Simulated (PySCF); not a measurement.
How methods differ on the ionisation energy of Sc

Sc [Ar] 3d1 4s2 (2D) → Sc⁺ [Ar] 3d1 4s1 (3D), as a difference of total energies. All numbers are calculated (PySCF 2.14, the spin-free X2C one-electron Hamiltonian (Gaussian nucleus), in cc-pVDZ-DK (6s5p3d1f, 43 functions)). Correlated levels: valence: [Ar] frozen. The calculations carry no spin-orbit coupling.

```tsv
method	ionisation energy (eV)
UHF	5.397
PBE0	6.375
LDA	6.682
MP2 (valence)	6.051
SCS-MP2 (valence)	6.181
```

Question: How much does correlation contribute at MP2 (valence)?

Answer: 6.051 − (5.397) = 0.654 eV, measured against UHF.

Errors of the correlated levels include the incompleteness of this basis and the frozen core.

MP2 underrates the near-degeneracy of ns² with np² in the lower species.

For comparison: 6.562 eV (measured; NIST levels, between the centres of gravity of the two terms).
